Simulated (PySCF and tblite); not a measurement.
2 diastereomers of C6H6FN, numbered alike:

| isomer | SMILES | descriptors (one enantiomer) |
| --- | --- | --- |
| A | [CH3:1][C:2]1=[CH:3][C@@H:4]([F:5])[C@@H:6]1[C:7]#[N:8] | 4R, 6S |
| B | [CH3:1][C:2]1=[CH:3][C@H:4]([F:5])[C@@H:6]1[C:7]#[N:8] | 4S, 6S |

Each isomer is a Boltzmann average at 298.15 K over at most 6 conformers: GFN2-xTB geometries, energies PBE0/pcSseg-1 (D3(BJ) added where defined), GIAO shieldings PBE0/pcSseg-1, GFN2-xTB thermal terms. Programs: PySCF with density fitting and tblite.

**Question.** What shifts does each isomer give (ppm)?

**Answer.** 
A: ¹H (against TMS): 6.29 (H3, 1H), 5.42 (H4, 1H), 3.23 (H6, 1H), 2.11 (H1, 3H). ¹³C (against TMS): 158.7 (C2), 142.1 (C3), 121.6 (C7), 91.1 (C4), 40.3 (C6), 17.8 (C1). ¹⁹F (against CFCl3): -192.1 (F5). ¹⁵N (against NH3): 307.4 (N8).

B: ¹H (against TMS): 6.29 (H3, 1H), 5.39 (H4, 1H), 3.42 (H6, 1H), 2.08 (H1, 3H). ¹³C (against TMS): 158.6 (C2), 143.0 (C3), 120.8 (C7), 86.7 (C4), 41.0 (C6), 17.5 (C1). ¹⁹F (against CFCl3): -203.4 (F5). ¹⁵N (against NH3): 308.4 (N8).

**Question.** Which carbons tell the isomers apart best?

**Answer.** C4: 91.1 in A, 86.7 in B ppm.

Unscaled ¹⁹F and ¹⁵N shifts at such levels can be off by tens of ppm; differences between conformers or isomers are more reliable. Shifts are unscaled: against experiment ¹³C can be off by 15 ppm or more and ¹H by 0.8 ppm.


¹⁵N shifts are against a computed isolated NH3 molecule, about 20 ppm from the liquid.